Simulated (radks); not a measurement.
Q: Neutral thulium: order these configurations by energy. Method: scalar-relativistic Kohn-Sham, PBE, spin-polarised, spherical densities, finite nucleus; Fermi nuclear charge, rms radius of each element as measured or else 0.836 A^(1/3) + 0.57 fm; computed with a radial shooting solver on a logarithmic mesh with Libxc functionals. Open shells are filled with parallel spins first. [Xe] 4f12 5d1 6s2; [Xe] 4f12 6s2 6p1; [Xe] 4f13 5d1 6s1; [Xe] 4f13 6s1 6p1; [Xe] 4f13 6s2.

A: From the lowest, in eV above it: [Xe] 4f13 6s2 0.000; [Xe] 4f13 6s1 6p1 2.351; [Xe] 4f13 5d1 6s1 2.590; [Xe] 4f12 5d1 6s2 4.123; [Xe] 4f12 6s2 6p1 5.369.
